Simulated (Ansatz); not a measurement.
Basis sets compared for Zn₁₂S₁₂ (started as a model of: (ZnS)12 cage of four- and six-membered rings). The state is a singlet with charge 0. Geometry PBE-D4/def2-SVP. Ansatz on 4 threads of AMD EPYC 7R13 on a shared host and a share (37 GiB) of an NVIDIA H100 80GB HBM3; times are rough, and most runs start from earlier orbitals.

Cartesian coordinates in Å:
```
S 1.990 -3.207 1.009
S 4.441 -1.307 -1.003
S 3.747 0.619 1.942
S 0.110 -0.755 3.369
S -1.781 -2.248 0.095
S 1.061 -2.217 -2.922
S 1.688 1.743 -1.533
S -1.479 -0.045 -3.520
S 0.249 2.693 2.150
S -3.470 0.878 2.321
S -1.988 3.214 -0.987
S -4.576 0.576 -1.078
Zn 3.592 -1.561 1.204
Zn 2.416 -2.418 -1.149
Zn 3.299 0.609 -0.376
Zn 1.585 0.836 2.522
Zn 0.088 -2.001 1.457
Zn -1.034 -1.772 -2.001
Zn 0.724 0.097 -2.772
Zn 0.000 2.475 -0.109
Zn -1.249 0.982 2.655
Zn -3.293 -0.577 0.469
Zn -2.628 1.272 -2.116
Zn -3.489 2.115 0.374
```

Single mean-field runs in def2-SVP, def2-TZVP are fitted with def2-universal-jkfit. Another isomer (singlet) lies 0.94 eV lower at PBE0-D4/def2-TZVP; other spin states weren't run for this one.

Binding counts from free atoms (S triplet, Zn singlet) in the same basis, without a counterpoise term.

```csv
level,functions,energy (Eh),HOMO (eV),LUMO (eV),binding per atom (eV),wall time
HF/STO-3G,324,-25805.7030,-2.29,3.00,2.28,27 s
HF/def2-SVP,588,-26100.7904,-9.71,0.26,1.88,7.5 s
PBE-D4/def2-SVP (with forces),588,-26122.4830,-6.11,-3.01,2.98,7.5 s
PBE0-D4/def2-SVP,588,-26123.2284,-7.27,-2.35,2.95,7.5 s
```

Problem. Estimate the rows for PBE-D4/def2-TZVP, PBE0-D4/def2-TZVP.

Solution. 
```csv
level,functions,energy (Eh),HOMO (eV),LUMO (eV),binding per atom (eV),wall time
PBE-D4/def2-TZVP,1020,-26127.2674,-6.18,-3.21,2.78,8 s
PBE0-D4/def2-TZVP,1020,-26127.8844,-7.25,-2.41,2.80,15 s
```
